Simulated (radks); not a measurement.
Q: The mean radii <r> (bohr) of the occupied orbitals of an atom or ion are listed with their occupations. All-electron calculation, Dirac Kohn-Sham, XLYP, spin-unpolarised, spherical densities, finite nucleus; Fermi nuclear charge, rms radius of each element as measured or else 0.836 A^(1/3) + 0.57 fm. Program: a radial shooting solver on a logarithmic mesh with Libxc functionals.

orbital      occ.      <r>
1s1/2           2  0.02457
2s1/2           2   0.1047
2p1/2           2  0.08793
2p3/2           4  0.09413
3s1/2           2   0.2783
3p1/2           2   0.2680
3p3/2           4   0.2802
3d3/2           4   0.2513
3d5/2           6   0.2551
4s1/2           2   0.6385
4p1/2           2   0.6578
4p3/2           4   0.6855
4d3/2           4   0.7438
4d5/2           6   0.7538
5s1/2           2    1.542
5p1/2           2    1.739
5p3/2           4    1.824
4f5/2    0.857143    1.221
4f7/2     1.14286    1.239

Name the element and its charge. Open shells, if any, are shared by 2j + 1.

A: Z = 58, cerium, charge +2: Ce2+ in [Xe] 4f2. The 1s radius gives Z: for a bare nucleus <r> = (2 gamma + 1)/(2Z) with gamma = sqrt(1 - (Z/c)^2), 0.02424 bohr for Z = 58, and screening makes it slightly larger (0.02457 here). The occupations add up to 56, and the charge is Z minus that.
